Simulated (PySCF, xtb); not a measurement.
C4H7BO, SMILES C(B(CC)O)#C.

GFN2-xTB (xtb 6.7.1) at its own geometry gives an orbital gap of 4.55 eV and a dipole moment of 1.53 D.

Geometry: B3LYP-D3(BJ)/def2-SVP. This is a generated structure with no PubChem entry under its InChIKey; it may be hypothetical. Other conformers were not sampled.

Question: What does PBE/def2-TZVP (PySCF) give? (The exact figures need the calculation; the answer reports its results.)

Answer: gap 4.95 eV (levels -6.89 and -1.94 eV), dipole 1.37 D.
